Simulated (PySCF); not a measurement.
C7H9FN (doublet state).
Geometry (GFN2-xTB, Å), atoms numbered from 1 in this order:
```
atom  x, y, z in Å
C1    -1.5288   -0.9859    0.0999
C2    -0.5488    0.1549    0.0596
C3    -1.0431    1.4530    0.1947
C4    -2.3866    1.7440    0.3462
N5    -3.5030    2.0138    0.4690
C6     0.8004   -0.1053   -0.0998
C7     1.8535    0.9439   -0.1989
C8     1.2536   -1.5316   -0.1711
F9     2.6160   -1.6489   -0.2396
H10   -1.4552   -1.5908   -0.8028
H11   -1.3344   -1.6344    0.9537
H12   -2.5451   -0.6096    0.1811
H13   -0.3848    2.3085    0.1949
H14    2.7035    0.5702   -0.7653
H15    1.4821    1.8450   -0.6790
H16    2.2194    1.2112    0.7957
H17    0.8546   -2.0324   -1.0651
H18    0.9380   -2.0993    0.7151
```

The hyperfine couplings belong to this conformer and change with its torsions.

The species is `C/C(=C(/C)CF)[CH]C#N` [radical].

The calculation used PySCF, UKS B3LYP, pcH-1 on C F H N, non-relativistic, mean-field spin-orbit, GIAO. The structure is a single GFN2-xTB conformer in the gas phase; no vibrational or solvent corrections. GFN2-xTB frequencies show an imaginary mode (62i cm⁻¹), so this geometry is no minimum at that level. The geometry wasn't refined by DFT: couplings that depend on bond lengths, twists or pyramidal angles can differ widely from those at the functional's own minimum. Stability of the SCF solution: not tested. ⟨S²⟩ is 0.778 where a pure state has 0.75.

Principal values of hyperfine tensors in MHz (contact and dipolar terms together), for some of the nuclei:

| atom | isotope | A1 | A2 | A3 |
| --- | --- | --- | --- | --- |
| H17 | 1H | 66.68 | 68.09 | 75.15 |
| H18 | 1H | 60.26 | 61.11 | 68.67 |
| C6 | 13C | 4.38 | 5.59 | 145.03 |
| C3 | 13C | 3.59 | 4.90 | 130.72 |
| C2 | 13C | -65.25 | -32.65 | -28.25 |
| C4 | 13C | -52.69 | -40.38 | -25.21 |
| H13 | 1H | -52.42 | -36.89 | -16.56 |
| C8 | 13C | -24.44 | -22.48 | -21.98 |

Q: Give the isotropic coupling of each nucleus in MHz and in mT (g = 2.0028), and the anisotropic part.

A: a_iso = (A1 + A2 + A3)/3, Ti = Ai − a_iso; 1 mT corresponds to 28.032 MHz.

| atom | a_iso (MHz) | a_iso (mT) | T1 | T2 | T3 |
| --- | --- | --- | --- | --- | --- |
| H17 | 69.97 | 2.496 | -3.29 | -1.89 | 5.18 |
| H18 | 63.35 | 2.260 | -3.09 | -2.24 | 5.32 |
| C6 | 51.67 | 1.843 | -47.28 | -46.07 | 93.36 |
| C3 | 46.40 | 1.655 | -42.81 | -41.50 | 84.32 |
| C2 | -42.05 | -1.500 | -23.20 | 9.40 | 13.80 |
| C4 | -39.43 | -1.407 | -13.27 | -0.95 | 14.21 |
| H13 | -35.29 | -1.259 | -17.13 | -1.60 | 18.73 |
| C8 | -22.97 | -0.819 | -1.47 | 0.49 | 0.99 |

Q: What spin density at the nucleus of C6 lies behind its contact coupling (g_N = 1.40482)?

A: a_FC = 800.24 MHz bohr³ × g_N × ρ(0)/(2S). With a_FC = 51.67 MHz and 2S = 1, ρ(0) = 0.04596 bohr⁻³.

Q: H16 (1H, g_N = 5.58569) isn't in the table. Its spin density at the nucleus is 0.01702 bohr⁻³. What is its contact coupling?

A: By the same relation, a_FC = 76.1 MHz. Its full tensor has the principal values 73.41, 73.71, 81.17 MHz.

Q: Name the largest traceless tensor T of the table and describe it.

A: C6: -47.3, -46.1, 93.4 MHz, axial, in the ratio −1:−1:+2, the form that spin in one p orbital centred on that nucleus gives.

Q: What first-order splitting does C6 cause when the field lies along A1, A2 or A3 of its tensor (g taken as isotropic, no quadrupole term)?

A: 2 lines (I = 1/2), spaced by |A_i|/(g × 13.996): 0.16, 0.20, 5.17 mT along the axes of A1, A2 and A3.
